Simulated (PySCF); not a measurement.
Bonding in `FC(F)(F)S/C=C\[S-]`

Species: C₃H₂F₃S₂ (charge -1).
SMILES with atom numbers: `[F:1][C:2]([F:3])([F:4])[S:5]/[CH:6]=[CH:7]\[S-:8]` (hydrogens: H9 on C6; H10 on C7)

Structure used (GFN2-xTB), in Å, numbered top down from 1:
```
atom  x, y, z in Å
F1     1.9586   -1.4579   -0.4675
C2     1.7388   -0.1654   -0.1200
F3     1.4964   -0.1877    1.1911
F4     2.9212    0.4523   -0.2890
S5     0.4131    0.6163   -1.1328
C6    -1.0100   -0.1696   -0.5077
C7    -1.8405    0.3886    0.4136
S8    -1.7113    1.8541    1.2068
H9    -1.2450   -1.1089   -0.9880
H10   -2.7123   -0.2172    0.6710
```

Bond orders from the PBE0/pcSseg-1 density (PySCF). One conformer (not necessarily the lowest) at the GFN2-xTB geometry, without solvent, vibrations or thermal averaging. The pcSseg-1 basis has no diffuse functions, a weakness for an anion.

**Question.** Where do the orders between heavy atoms depart from those drawn in the SMILES?

**Answer.** The largest departure is 0.463, at C7–S8 (drawn single, 1.463) and C6–C7 (drawn double, 1.540). Drawn single, order above 1.12: C7–S8 (1.463). Drawn double or triple, more than 0.30 short of the drawn order: C6–C7 (1.540). The SMILES, with its formal charges, is one Lewis structure only.

**Question.** Give the Mayer order of every bond, beside its length.

**Answer.** 
```csv
bond,drawn as,length (Å),Mayer order
F1–C2,single,1.356,0.963
C2–F3,single,1.334,1.020
C2–F4,single,1.345,0.977
C2–S5,single,1.842,0.982
S5–C6,single,1.742,1.055
C6–C7,double,1.360,1.540
C7–S8,single,1.671,1.463
C6–H9,single,1.081,0.946
C7–H10,single,1.092,0.938
```

Bonds between the same two heavy elements. C–F: lowest F1–C2 (0.963, 1.356 Å), highest C2–F3 (1.020, 1.334 Å). C–S: lowest C2–S5 (0.982, 1.842 Å), highest C7–S8 (1.463, 1.671 Å).

**Question.** Sum the orders of all bonds at each heavy atom with more than one neighbour and set the sums beside the valence in the SMILES.

**Answer.** C2 3.942 (drawn 4), S5 2.037 (drawn 2), C6 3.541 (drawn 4), C7 3.941 (drawn 4). Orders between atoms that aren't bonded are not in these sums.

The Mayer order sums products of elements of PS (density times overlap matrix) between the two atoms' basis functions, so it depends on the basis set.
